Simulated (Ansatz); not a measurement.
Consider the formal loss of a carbene: `[CH3][AlH][SiH](C)S` → `[CH2]` (triplet) + `[CH3][AlH][SiH2]S`.

Computed with Ansatz on PBE0-D4/def2-TZVP structures; ΔE is electronic, products minus reactants. CCSD(T)/CBS is the MP2 limit (def2-TZVPP, def2-QZVPP) plus CCSD(T) − MP2 in def2-TZVPP, frozen cores. This one scheme is used for every species. Functionals use def2-TZVPP. B3LYP here is the variant with VWN-RPA as its local correlation; programs differ in this. Triplets are unrestricted, without spin–orbit coupling. One conformer a species, not always the lowest.

`[CH3][AlH][SiH](C)S`:

```xyz
14

C     1.706   -2.101    0.373
Al   -0.178   -1.637    0.136
Si   -0.830    0.621   -0.611
C     0.098    2.019    0.239
S    -2.949    0.778   -0.255
H     1.915   -2.277    1.435
H     1.947   -3.035   -0.145
H     2.397   -1.330    0.024
H    -1.292   -2.731    0.439
H    -0.586    0.765   -2.081
H    -0.067    2.000    1.318
H     1.172    1.932    0.051
H    -0.234    2.989   -0.139
H    -3.099    2.007   -0.782
```

`[CH2]` (triplet):

```xyz
3

C     0.205   -0.184   -0.006
H     0.392    0.619    0.689
H    -0.598   -0.435   -0.683
```

`[CH3][AlH][SiH2]S`:

Z-matrix (Å, degrees):
```
C
Al 1 1.952
H 1 1.092 2 113.7
H 1 1.095 2 110.5 3 121.7
H 1 1.096 2 110.1 3 -121.2
Si 2 2.462 1 120.8 3 2.6
H 2 1.591 1 120.1 3 -177.6
S 6 2.150 2 107.5 1 179.7
H 6 1.494 2 112.0 1 -59.4
H 6 1.494 2 112.0 1 58.9
H 8 1.344 6 96.5 2 -180.0
```

```json
{"level": "PBE-D4", "ΔE (kJ/mol)": "482.2", "difference from CCSD(T)/CBS": "6.3"}
{"level": "r2SCAN-D4", "ΔE (kJ/mol)": "454.5", "difference from CCSD(T)/CBS": "-21.4"}
{"level": "PBE0-D4", "ΔE (kJ/mol)": "473.6", "difference from CCSD(T)/CBS": "-2.3"}
{"level": "B3LYP-D4", "ΔE (kJ/mol)": "468.0", "difference from CCSD(T)/CBS": "-7.9"}
{"level": "ωB97X-V", "ΔE (kJ/mol)": "484.2", "difference from CCSD(T)/CBS": "8.3"}
{"level": "ωB97M-V", "ΔE (kJ/mol)": "478.8", "difference from CCSD(T)/CBS": "2.9"}
{"level": "B2PLYP", "ΔE (kJ/mol)": "464.7", "difference from CCSD(T)/CBS": "-11.2"}
{"level": "PBE", "ΔE (kJ/mol)": "474.4", "difference from CCSD(T)/CBS": "-1.5"}
{"level": "PBE0", "ΔE (kJ/mol)": "466.6", "difference from CCSD(T)/CBS": "-9.3"}
{"level": "HF/def2-TZVPP", "ΔE (kJ/mol)": "321.5", "difference from CCSD(T)/CBS": "-154.4"}
{"level": "MP2/def2-TZVPP", "ΔE (kJ/mol)": "479.4", "difference from CCSD(T)/CBS": "3.5"}
{"level": "SCS-MP2/def2-TZVPP", "ΔE (kJ/mol)": "476.6", "difference from CCSD(T)/CBS": "0.7"}
{"level": "CCSD(T)/def2-TZVPP", "ΔE (kJ/mol)": "463.3", "difference from CCSD(T)/CBS": "-12.6"}
{"level": "SCS-MP2/def2-QZVPP", "ΔE (kJ/mol)": "485.2", "difference from CCSD(T)/CBS": "9.3"}
{"level": "HF/CBS(def2)", "ΔE (kJ/mol)": "321.6", "difference from CCSD(T)/CBS": "-154.3"}
{"level": "MP2/CBS(def2)", "ΔE (kJ/mol)": "492.0", "difference from CCSD(T)/CBS": "16.1"}
{"level": "CCSD(T)/CBS", "ΔE (kJ/mol)": "475.9", "difference from CCSD(T)/CBS": "0"}
```

Largest T1 diagnostic among the species: 0.011.

In def2-TZVPP, CCSD(T) changes the Hartree–Fock value by +141.7 kJ/mol (the triples alone add +12.1 kJ/mol) and MP2 by +157.9 kJ/mol. From PBE to PBE0 (25 % exact exchange), in def2-TZVPP and without D4, ΔE moves by −7.7 kJ/mol.
